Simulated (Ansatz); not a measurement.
Ideal-gas functions of `[CH3][Sb][CH3]` radical at 600 K and 1 bar, from an Ansatz frequency run at PBE0-D4/def2-TZVP.

Molar mass 151.83 g/mol, point group C2v (symmetry number 2), electronic degeneracy 2, moments of inertia 61.832, 84.639, 140.112 u Å². Harmonic wavenumbers (cm⁻¹, unscaled): 100, 116, 172, 520, 522, 709, 710, 718, 838, 1218, 1231, 1442, 1442, 1452, 1455, 3055, 3056, 3146, 3147, 3163, 3163.

Use S(trans) = R[1.5 ln M + 2.5 ln T − 1.1517]; rotational temperatures θ = 24.2544 K / I; S(rot) = R[ln(√π/σ · √(T³/θAθBθC)) + 1.5]; for each mode x = 1.438777 ν̃/T, S = R[x/(eˣ − 1) − ln(1 − e⁻ˣ)] and H = RT x/(eˣ − 1); 1 cm⁻¹ = 0.0119627 kJ/mol; R = 8.31446 J/(mol·K).

By hand: the entropy, in J/(mol·K).

Translation 186.0. Rotation: θ = 0.3923, 0.2866, 0.1731 K, giving 107.6. Vibration, mode by mode: 20.21, 18.98, 15.74, 7.00, 6.97, 4.84, 4.83, 4.75, 3.78, 1.84, 1.80, 1.20, 1.20, 1.18, 1.17, 0.05, 0.05, 0.04, 0.04, 0.04, 0.04, in all 95.7. Electronic 5.8. Sum 395.1 J/(mol·K).

By hand: H − E and G − E in kJ/mol, counted from the electronic energy.

Zero-point energy ½ × 31375 × 0.0119627 = 187.7; thermal vibration 29.0; translation, rotation and pV give 4 RT = 20.0. H − E = 236.7 kJ/mol, and G − E = 236.7 − 600 × 395.1/1000 = -0.4 kJ/mol.

Vibration gives 24 % of the entropy, 39.2 J/(mol·K) of it from the modes under 150 cm⁻¹: soft modes count most, and the harmonic formula is weakest for them.
